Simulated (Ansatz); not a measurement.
```yaml
crystal:
  periodic: [false, false, false]
  atoms:
    - {symbol: F, position_ang: [-1.133864, -0.556775, 1.390109]}
    - {symbol: Ga, position_ang: [-0.025447, 0.036055, -0.099575]}
    - {symbol: F, position_ang: [1.859082, -0.370353, 0.187800]}
    - {symbol: H, position_ang: [-0.637500, 0.823648, -1.501070]}
basis:
  gaussian: {orbitals: def2-SVP}
hamiltonian: {xc: {name: HF}}
correlation: {method: mp2, frozen_orbitals: {F: 0}}
output: {forces: true}
```

```sh
$ ansatz run in.yaml --threads 4 --pin off --events-out ev --progress --plain --max-ram 10444MiB
```

It prints (some lines left out):

```
Functional definition: HF
Error: "frozen_orbitals" has no count for Ga
```

Question: Something in this input is off. What?

Answer: Frozen orbitals are typed for one element alone, and the program wants a count for each. The input was rejected before any iteration.
